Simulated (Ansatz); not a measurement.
`[NH2][W](=[O])(=[O])[F]` and `[O]=[W](=[O])([OH])[F]` differ in one atom or group.

Ansatz, PBE0-D4/def2-TZVP geometries, multiplicity 1. Each molecule was computed in one conformer, which needn't be the lowest.

Elements past krypton have def2 core potentials.

```json
{"property": "HOMO–LUMO gap (PBE/def2-TZVPP) / eV", "`[NH2][W](=[O])(=[O])[F]`": "4.99"}
{"property": "LUMO energy (PBE0/def2-TZVPP) / eV", "`[NH2][W](=[O])(=[O])[F]`": "-1.66"}
{"property": "HOMO–LUMO gap (B3LYP/def2-TZVPP) / eV", "`[NH2][W](=[O])(=[O])[F]`": "6.90"}
{"property": "HOMO energy (ωB97M-V/def2-TZVPP) / eV", "`[NH2][W](=[O])(=[O])[F]`": "-11.38"}
{"property": "LUMO energy (PBE/def2-TZVPP) / eV", "`[NH2][W](=[O])(=[O])[F]`": "-2.49"}
{"property": "HOMO energy (PBE0/def2-TZVPP) / eV", "`[NH2][W](=[O])(=[O])[F]`": "-9.05"}
```

(1) What does the change do to each property? (Best estimate.)

## Answers

(1) The calculation gave: 
```tsv
property	`[O]=[W](=[O])([OH])[F]`	shift
HOMO–LUMO gap (PBE/def2-TZVPP) / eV	4.94	-0.05
LUMO energy (PBE0/def2-TZVPP) / eV	-1.98	-0.32
HOMO–LUMO gap (B3LYP/def2-TZVPP) / eV	6.83	-0.07
HOMO energy (ωB97M-V/def2-TZVPP) / eV	-11.70	-0.32
LUMO energy (PBE/def2-TZVPP) / eV	-2.75	-0.26
HOMO energy (PBE0/def2-TZVPP) / eV	-9.34	-0.29
```

The zero-point energy changes by -32.8 kJ/mol with -3 modes.

B3LYP here is the variant with VWN-RPA as its local correlation; programs differ in this.
